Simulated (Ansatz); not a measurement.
Basis sets compared for TiBr₂Cl₂. Total charge 0; singlet. Geometry PBE-D4/def2-SVP. Ansatz on 2 threads of AMD EPYC 7R13 on a shared host; times are rough, and most runs start from earlier orbitals.

```xyz
5

Ti    0.0098    0.0100   -0.0376
Br   -2.1078   -0.6411    0.6759
Br    1.4653   -0.0115    1.7786
Cl   -0.0884    2.0151   -0.8641
Cl    0.7211   -1.3726   -1.5528
```

The 6-31G sets use Cartesian d functions.

Binding counts from free atoms (Ti triplet, Br doublet, Cl doublet) in the same basis, without a counterpoise term.

```tsv
level	functions	energy (Eh)	HOMO (eV)	LUMO (eV)	binding per atom (eV)	wall time
HF/STO-3G	72	-6838.7279	-9.54	4.65	4.39	0.86 s
HF/6-31G	113	-6911.6003	-12.05	-0.72	1.67	2.7 s
PBE-D4/def2-SVP	131	-6916.0852	-7.54	-4.49	3.73	2.3 s
PBE-D4/def2-TZVP (with forces)	215	-6917.1417	-7.68	-4.57	–	4.8 s
r2SCANh-D4/def2-TZVP	215	-6918.3596	-8.49	-4.31	–	14 s
PBE0-D4/def2-SVP	131	-6916.3318	-8.86	-3.88	3.39	4.1 s
PBE0-D4/def2-TZVP	215	-6917.3865	-8.93	-3.82	3.40	10 s
```

(1) Estimate the rows for PBE-D4/def2-TZVPD, r2SCANh-D4/def2-TZVPD, PBE0-D4/def2-TZVPD.

## Answers

(1) 
```
                level  functions  energy (Eh)  HOMO (eV)  LUMO (eV)  binding per atom (eV)  wall time
    PBE-D4/def2-TZVPD        254   -6917.1437      -7.71      -4.61                      –        6 s
r2SCANh-D4/def2-TZVPD        254   -6918.3613      -8.50      -4.32                      –       19 s
   PBE0-D4/def2-TZVPD        254   -6917.3883      -8.94      -3.84                   3.40       13 s
```
